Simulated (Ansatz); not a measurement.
`BB(F)OC` + CH₃OH → `COB(F)OC` + BH₃ at 298.15 K and 1 bar (cleavage of the B–B bond).

Computed with Ansatz on PBE0-D4/def2-TZVP structures; ΔE is electronic, products minus reactants. CCSD(T)/CBS is the MP2 limit (def2-TZVPP, def2-QZVPP) plus CCSD(T) − MP2 in def2-TZVPP, frozen cores. This one scheme is used for every species. Each species was taken in one conformer, which may not be the lowest.

```tsv
species	CCSD(T)/CBS energy (Eh)	H − E (kJ/mol)	S (J/(mol·K))
`BB(F)OC`	-265.67389	202.6	336.2
CH₃OH	-115.61712	146.3	238.2
`COB(F)OC`	-354.79573	266.9	367.5
BH₃	-26.55200	78.7	188.3
```

H − E and S are ideal-gas, rigid-rotor, harmonic terms from PBE0-D4/def2-TZVP, for one conformer and one mirror image of each species. 1 Eh = 2625.50 kJ/mol, R = 8.31446 J/(mol·K).

Q: By hand: ΔE, ΔH, ΔS and ΔG.

A: ΔE = (-354.79573) + (-26.55200) − (-265.67389) − (-115.61712) = -0.05672 Eh = -148.9 kJ/mol. Δ(H − E) = 266.9 + 78.7 − 202.6 − 146.3 = -3.3, so ΔH = -152.2 kJ/mol. ΔS = 367.5 + 188.3 − 336.2 − 238.2 = -18.6 J/(mol·K). ΔG = -152.2 − 298.15 × (-18.6)/1000 = -146.7 kJ/mol.

Q: By hand: the equilibrium constant, and the temperature at which ΔG would vanish if ΔH and ΔS stayed fixed.

A: log₁₀ K = −ΔG/(RT ln 10) = 25.7. ΔG = 0 at ΔH/ΔS = 8183 K, far beyond where these terms or the molecules hold.

ΔH outweighs TΔS. A doubt of 5 kJ/mol in ΔE shifts log₁₀ K by 0.9 here. Other conformers and mirror images would add mixing entropy, several J/(mol·K) or more a flexible species. Modes under 60 cm⁻¹, often nearly free rotors, make the harmonic entropy too high. These are equilibria of isolated gas molecules and say nothing of rates. Largest T1 diagnostic: 0.013 (customary marks: 0.02 for closed shells, 0.045 for open ones).
